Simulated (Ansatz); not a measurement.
Two isomers of C2H6GeOS: A = `C[O][Ge][S]C`, B = `O/C(S)=[CH]\[GeH3]`.

Program: Ansatz. Geometries: PBE0-D4/def2-TZVP. ΔE: electronic, gas phase. CCSD(T)/CBS adds triple-zeta CCSD(T) − MP2 to the extrapolated MP2 energy (def2 sets, frozen cores). DFT in def2-TZVPP. B3LYP here is the variant with VWN-RPA as its local correlation; programs differ in this. For Ge outer-core shells are correlated without core-valence functions, which leaves a few kJ/mol of doubt a bond. Scalar relativity is left out up to krypton. Each species was taken in one conformer, which may not be the lowest.

Q: Which is lower in electronic energy at CCSD(T)/CBS, and by how much? (Best estimate.)

A: The calculation gave: A, by 179.2 kJ/mol.

Q: Give E(B) − E(A) in kJ/mol with BLYP-D4, ωB97M-V, r2SCAN-D4, MP2/def2-TZVPP, B3LYP-D4, B2PLYP, CCSD/def2-TZVPP. (Estimate.)

A: Ansatz gave: BLYP-D4 203.9, ωB97M-V 182.1, r2SCAN-D4 174.8, MP2/def2-TZVPP 166.8, B3LYP-D4 195.9, B2PLYP 187.3, CCSD/def2-TZVPP 167.6. None reverses the order clearly.

Q: Does the order hold for the free energy at 298.15 K (harmonic terms from PBE0-D4)? (Estimate.)

A: The calculation gave: Yes: G(B) − G(A) = +153.5 kJ/mol, for one conformer each.

Largest T1 diagnostic: 0.015.

From PBE to PBE0 (25 % exact exchange), in def2-TZVPP and without D4, E(B) − E(A) moves by −7.7 kJ/mol. In def2-TZVPP, CCSD(T) changes the Hartree–Fock value by −13.1 kJ/mol (the triples alone add −1.6 kJ/mol) and MP2 by −12.2 kJ/mol.
